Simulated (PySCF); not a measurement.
# Broadened absorption spectrum of C5H6P2

Species: C5H6P2.
Bonds: C1–C2, C2–C3 (aromatic), C3–P4 (aromatic), P4–C5 (aromatic), C5–P6 (aromatic), P6–C7 (aromatic), C2–C7 (aromatic). Hydrogens: H8, H9, H10 on C1; H11 on C3; H12 on C5; H13 on C7.

Method: PySCF 2.14.0, density-fitted response routines, TDDFT CAM-B3LYP/def2-SVPD, vertical, gas phase, core orbitals frozen in the response. Geometry: GFN2-xTB; no solvent, vibrations or thermal averaging.

Computed states:

```tsv
state	E (eV)	f
S1	4.25	0.019
S2	4.31	0.0018
S3	4.53	0.0002
S4	4.76	0.056
S5	5.26	0.0001
S6	5.56	0.252
S7	5.57	0.075
S8	5.62	0.323
```

Broadening: Gaussians 0.5 eV wide at half height, area fixed by f = 4.319×10⁻⁹ ∫ε dν̃. The width is an assumption, not a result. The curve ends short of the highest state used, and states not computed would add to its high-energy end.

Q: What does the envelope look like, and where are its maxima?

A: 
| λ (nm) | ε (L mol⁻¹ cm⁻¹) |
| --- | --- |
| 247.2 | 2420 |
| 249.1 | 2376 |
| 251.1 | 2475 |
| 253.0 | 2637 |
| 255.0 | 2822 |
| 256.9 | 2972 |
| 258.9 | 3076 |
| 260.8 | 3111 |
| 262.8 | 3077 |
| 264.7 | 2986 |
| 266.7 | 2840 |
| 268.6 | 2669 |
| 270.6 | 2472 |
| 272.5 | 2283 |
| 274.5 | 2097 |
| 276.4 | 1939 |
| 278.4 | 1796 |
| 280.3 | 1685 |
| 282.3 | 1591 |
| 284.2 | 1519 |
| 286.2 | 1455 |
| 288.1 | 1401 |
| 290.1 | 1347 |
| 292.0 | 1292 |
| 294.0 | 1230 |
| 295.9 | 1164 |
| 297.9 | 1088 |
| 299.8 | 1009 |
| 301.8 | 922 |
| 303.7 | 836 |
| 305.6 | 750 |
| 307.6 | 661 |
| 309.5 | 580 |
| 311.5 | 499 |
| 313.4 | 428 |
| 315.4 | 360 |
| 317.3 | 302 |
| 319.3 | 249 |
| 321.2 | 205 |
| 323.2 | 165 |
| 325.1 | 134 |
| 327.1 | 106 |
| 329.0 | 84 |
| 331.0 | 66 |
| 332.9 | 51 |
| 334.9 | 39 |
| 336.8 | 30 |
| 338.8 | 23 |
| 340.7 | 17 |
| 342.7 | 13 |
| 344.6 | 10 |
| 346.6 | 7 |
| 348.5 | 5 |
| 350.5 | 4 |
| 352.4 | 3 |
| 354.4 | 2 |

Maxima: 261 nm (4.75 eV), ε about 3100, made up of S4 (97%) (ε in L mol⁻¹ cm⁻¹; maxima over ε = 5, shares over 10%). At its high-energy end, 5.02 eV, the curve is still rising (ε about 2400, from S4, S6 and S8).

Q: Coming from long wavelengths, where does ε first pass 100 L mol⁻¹ cm⁻¹?

A: At about 328 nm (3.79 eV), 0.46 eV below S1.

Q: What would ε be at 4.75 eV, the highest of these maxima, with half the width (0.25 eV)?

A: About 6000 L mol⁻¹ cm⁻¹ against 3110, a factor of about 1.9; a lone state at its own centre would give exactly 2.

Q: On this curve, what absorbance would a 10⁻⁵ mol/L sample give at 308 nm over a 1 cm path?

A: 308 nm is 4.025 eV, where ε is about 640 L mol⁻¹ cm⁻¹, so A = ε c l ≈ 0.0064 (Beer–Lambert, with the gas-phase spectrum and the assumed width).
